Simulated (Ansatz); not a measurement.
Compare A (`O=CC(F)[SiH2]Cl`) with its isomer B (`FC1(CCl)O[SiH2]1`).

Isolated molecules relaxed with PBE0-D4/def2-TZVP in Ansatz; ΔE leaves out vibrations. CCSD(T)/CBS adds triple-zeta CCSD(T) − MP2 to the extrapolated MP2 energy (def2 sets, frozen cores). DFT in def2-TZVPP. B3LYP here is the variant with VWN-RPA as its local correlation; programs differ in this. One conformer a species, not always the lowest.

**Question.** Which is lower in electronic energy at CCSD(T)/CBS, and by how much? (An estimate is asked.)

**Answer.** Computed: A, by 116.3 kJ/mol.

**Question.** Give E(B) − E(A) in kJ/mol with CCSD(T)/def2-TZVPP, CCSD/def2-TZVPP, B3LYP, HF/def2-TZVPP, ωB97M-V, B3LYP-D4, r2SCAN-D4. (Best estimate.)

**Answer.** Computed: CCSD(T)/def2-TZVPP 119.2, CCSD/def2-TZVPP 123.9, B3LYP 126.7, HF/def2-TZVPP 158.4, ωB97M-V 117.7, B3LYP-D4 125.6, r2SCAN-D4 111.4. None reverses the order clearly.

Largest T1 diagnostic: 0.013.

In def2-TZVPP, CCSD(T) changes the Hartree–Fock value by −39.2 kJ/mol (the triples alone add −4.7 kJ/mol) and MP2 by −44.1 kJ/mol. From PBE to PBE0 (25 % exact exchange), in def2-TZVPP and without D4, E(B) − E(A) moves by +3.9 kJ/mol.
